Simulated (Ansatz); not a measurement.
Consider the ligand exchange at the Si–S bond: `O[SiH](O)S[SiH3]` + `OC(O)=[Se]` → `OC(=[Se])O[SiH3]` + `O[SiH](O)S`.

Program: Ansatz. Geometries: PBE0-D4/def2-TZVP. ΔE: electronic, gas phase. CCSD(T)/CBS is the MP2 limit (def2-TZVPP, def2-QZVPP) plus CCSD(T) − MP2 in def2-TZVPP, frozen cores. DFT in def2-TZVPP. B3LYP here is the variant with VWN-RPA as its local correlation; programs differ in this. For Se outer-core shells are correlated without core-valence functions, which leaves a few kJ/mol of doubt a bond. Scalar relativity is left out up to krypton. Each species was taken in one conformer, which may not be the lowest.

CCSD(T)/CBS gives -0.21 eV.

(1) Another level gave -0.27 eV. Which?
A. B3LYP/def2-TZVPP
B. r2SCAN/def2-TZVPP
C. HF/def2-TZVPP
D. PBE0-D4/def2-TZVPP

Largest T1 diagnostic among the species: 0.016.

Answers

(1) C. HF/def2-TZVPP -0.27, B3LYP -0.21, PBE0-D4 -0.08, r2SCAN -0.13 eV.

In def2-TZVPP, CCSD(T) changes the Hartree–Fock value by +0.05 eV (the triples alone add +0.01 eV) and MP2 by +0.06 eV.
